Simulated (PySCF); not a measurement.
A parent and its derivatives

Method used: TDDFT CAM-B3LYP/def2-SVPD, vertical, gas phase, core orbitals frozen in the response (PySCF 2.14.0, density-fitted response routines). Geometries: GFN2-xTB; one conformer of each isolated species. Triplets are in the Tamm–Dancoff approximation. 'Strongest' means the level of largest summed f among the lowest 8 singlets; it needn't be the same kind of state in each.

Parent: `C[C@@H]1CCC1=S`, with lowest singlet excitation energy 2.52 eV, energy of the strongest computed level 5.60 eV, mean static polarisability 79.0 au, HOMO energy -7.64 eV, LUMO energy -0.91 eV. Its spectrum: 2.52 eV (f 0.000); 5.60 eV (f 0.215); 5.79 eV (f 0.015); 6.15 eV (f 0.076); 6.22 eV (f 0.004).

Q: Give the shifts from the parent for: H on C replaced by CH2Cl (`C[C@@]1(CCl)CCC1=S`); H on C replaced by ethynyl (`C#C[C@]1(C)CCC1=S`); H on C replaced by F (`C[C@@]1(F)CCC1=S`); H on C replaced by CH3 (`CC1(C)CCC1=S`).

A: 

| change | SMILES | Δ S1 (eV) | Δ strongest (eV) | Δ α (au) | Δ HOMO (eV) | Δ LUMO (eV) |
| --- | --- | --- | --- | --- | --- | --- |
| H on C replaced by CH2Cl | C[C@@]1(CCl)CCC1=S | -0.01 | +0.03 | +24.3 | -0.27 | -0.28 |
| H on C replaced by ethynyl | C#C[C@]1(C)CCC1=S | -0.03 | +0.07 | +19.2 | -0.14 | -0.19 |
| H on C replaced by F | C[C@@]1(F)CCC1=S | -0.18 | +0.07 | -0.1 | -0.32 | -0.47 |
| H on C replaced by CH3 | CC1(C)CCC1=S | +0.02 | +0.04 | +11.2 | +0.03 | +0.06 |

S1 falls most with H on C replaced by F (-0.18 eV), and none raises it by more than 0.03 eV. S1 is simply the lowest singlet of each species and needn't be the same kind of state throughout. Over these 4 changes the shifts of S1 and of the HOMO–LUMO gap correlate with r = 0.99.
